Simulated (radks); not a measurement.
Ionisation ladder of samarium, from Sm XLV to Sm LXII. Each ion is in the ground configuration listed by NIST, and IE = E(next ion) - E(this ion), with E = 0 for the bare nucleus. Calculated with a radial shooting solver on a logarithmic mesh with Libxc functionals: scalar-relativistic Kohn-Sham, PBEsol, spin-polarised, spherical densities, finite nucleus; open shells are filled with parallel spins first (spin-orbit coupling, left out, can overturn this in heavy ions); Fermi nuclear charge, rms radius 5.0819 fm.

| species | configuration | IE, Delta-SCF (eV) | -e(HOMO) (eV) | HOMO |
|---|---|---|---|---|
| Sm XLV | [Ar] | 3718.7 | 3672.0 | 3p |
| Sm XLVI | [Ne] 3s2 3p5 | 3815.0 | 3768.6 | 3p down |
| Sm XLVII | [Ne] 3s2 3p4 | 3909.8 | 3864.4 | 3p down |
| Sm XLVIII | [Ne] 3s2 3p3 | ? | 3987.1 | 3p up |
| Sm XLIX | [Ne] 3s2 3p2 | 4134.4 | 4086.5 | 3p up |
| Sm L | [Ne] 3s2 3p1 | 4231.8 | 4184.9 | 3p up |
| Sm LI | [Ne] 3s2 | 4560.0 | 4517.9 | 3s |
| Sm LII | [Ne] 3s1 | 4666.0 | 4623.5 | 3s up |
| Sm LIII | [Ne] | 10692.1 | 10562.2 | 2p |
| Sm LIV | [He] 2s2 2p5 | ? | 10829.6 | 2p down |
| Sm LV | [He] 2s2 2p4 | 11220.4 | 11094.4 | 2p down |
| Sm LVI | [He] 2s2 2p3 | ? | 11442.3 | 2p up |
| Sm LVII | [He] 2s2 2p2 | 11853.6 | 11719.1 | 2p up |
| Sm LVIII | [He] 2s2 2p1 | ? | 11993.1 | 2p up |
| Sm LIX | [He] 2s2 | 13013.9 | 12913.2 | 2s |
| Sm LX | [He] 2s1 | 13281.6 | 13179.4 | 2s up |
| Sm LXI | [He] | 54111 | 53698 | 1s |
| Sm LXII | 1s1 | 55251 | 54834 | 1s up |

Estimate the withheld Delta-SCF values.

Answer. Sm XLVIII: 4035.4 eV (NIST 3971); Sm LIV: 10958.7 eV (NIST 10762); Sm LVI: 11577.7 eV (NIST 11337); Sm LVIII: 12124.3 eV (NIST 12588).
